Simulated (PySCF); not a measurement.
Selenium: a sound run and one with changed settings

Sound run: Se [Ar] 3d10 4s2 4p4, Se+ [Ar] 3d10 4s2 4p3. All numbers are calculated (PySCF 2.14, the spin-free X2C one-electron Hamiltonian (Gaussian nucleus), in jorge-DZP-DKH). In the sound run the correlated levels freeze [Ar] 3d10. The sound run starts from symmetry-adapted Hartree-Fock orbitals and uses a fine grid where one is needed.

Changed run: all electrons correlated in a basis built for the valence shell.

```csv
species,method,sound run (hartree),changed run (hartree),converged
Se,MP2,-2427.96561,-2428.53191,yes
Se+,MP2,-2427.64960,-2428.21510,yes
```

Ionisation energy of Se:

```csv
method,sound run (eV),changed run (eV)
UHF,8.443,8.443
MP2,8.599,8.621
SCS-MP2,8.611,8.623
```

A valence basis has no tight correlating functions, so it recovers only part of the core correlation, and not evenly between atom and ion.

For comparison, NIST gives 9.752 eV between the lowest levels.
